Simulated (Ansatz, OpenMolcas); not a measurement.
The same job for Ansatz

OpenMolcas 26.06 runs this on BSiH3OF2 (SMILES FB(F)O[SiH3]):

mol.inp:
```
* BF2H3OSi Hartree-Fock
&GATEWAY
BASLIB = $CurrDir
COORD
8
bohr
F      3.10784358    -3.65888772     2.06320298
B      1.10681259    -2.38426745     1.29956466
F     -1.14838657    -3.38997969     1.74308338
O      1.37307500    -0.15949288     0.12245425
Si    -0.65214449     1.91788304    -1.07374238
H     -2.33305587     2.86784837     0.95639039
H      0.88722642     3.99960534    -2.12575292
H     -2.16732689     0.69919867    -3.09064708
BASIS = STO-3G
GROUP = NoSym
&SEWARD
&SCF
THRESHOLDS = 1e-10 1e-07 1e-07 1e-05
PRORBITALS = 1
&ALASKA
```

```bash
$ export MOLCAS_MEM=1860
$ pymolcas mol.inp > mol.log
```

(Basis files named in the input come from the Basis Set Exchange and aren't shown.)

The shape is that of a PBE0-D4/def2-TZVP optimisation.

The shape isn't stationary at this level (largest force 1.6 eV/Å).

It gives a total energy of -581.845779 Eh.

Q: Write the same calculation for Ansatz 0.2.0 as an input file of the program's own, asking for the energy.

A: This input was run:

in.yaml:
```yaml
crystal:
  periodic: [false, false, false]
  atoms:
    - {symbol: F, position_ang: [1.644600, -1.936200, 1.091800]}
    - {symbol: B, position_ang: [0.585700, -1.261700, 0.687700]}
    - {symbol: F, position_ang: [-0.607700, -1.793900, 0.922400]}
    - {symbol: O, position_ang: [0.726600, -0.084400, 0.064800]}
    - {symbol: Si, position_ang: [-0.345100, 1.014900, -0.568200]}
    - {symbol: H, position_ang: [-1.234600, 1.517600, 0.506100]}
    - {symbol: H, position_ang: [0.469500, 2.116500, -1.124900]}
    - {symbol: H, position_ang: [-1.146900, 0.370000, -1.635500]}
basis:
  gaussian: {orbitals: STO-3G}
hamiltonian: {xc: hf}
accuracy: high
output: {orbitals: {seedname: orbitals}}
```

```bash
$ ansatz run in.yaml --threads 1 --pin off --max-ram 3480MiB --events-out events.jsonl --progress --plain --runs-dir runs
```

Its energy is -581.845779 Eh, the same as the first but for the last digit, at most.
